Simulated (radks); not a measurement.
Trend from Zr3+ to Cd3+: ionisation energy by Delta-SCF between NIST ground configurations, and size. Calculated with a radial shooting solver on a logarithmic mesh with Libxc functionals: Dirac Kohn-Sham, PBE, spin-unpolarised, spherical densities, point nucleus; open shells fill j = l - 1/2 first.

species  configuration  configuration of the ion  IE (eV)  NIST (eV)       kind  r at 0.001 e/bohr^3 (bohr)
Zr3+          [Kr] 4d1                      [Kr]   34.325     34.418       exp.                        3.24
Nb3+          [Kr] 4d2                  [Kr] 4d1   37.020      37.61       exp.                        3.29
Mo3+          [Kr] 4d3                  [Kr] 4d2   39.625       40.3  semi-emp.                        3.29
Tc3+          [Kr] 4d4                  [Kr] 4d3   42.164         41     theory                        3.26
Ru3+          [Kr] 4d5                  [Kr] 4d4   44.236         45     theory                        3.22
Rh3+          [Kr] 4d6                  [Kr] 4d5   46.651         42     theory                        3.18
Pd3+          [Kr] 4d7                  [Kr] 4d6   49.029         46     theory                        3.13
Ag3+          [Kr] 4d8                  [Kr] 4d7   51.378         49     theory                        3.08
Cd3+          [Kr] 4d9                  [Kr] 4d8   53.701         51     theory                        3.03

Reference values: NIST Atomic Spectra Database (exp. = measured, semi-emp. = semi-empirical, theory = theoretical value adopted there). Spin polarisation and multiplet splitting are left out, so open shells lie too high by an amount that depends on their filling.

Beside tabulated values, note that spin-unpolarised runs miss the spin-polarisation part of the exchange energy of open shells.
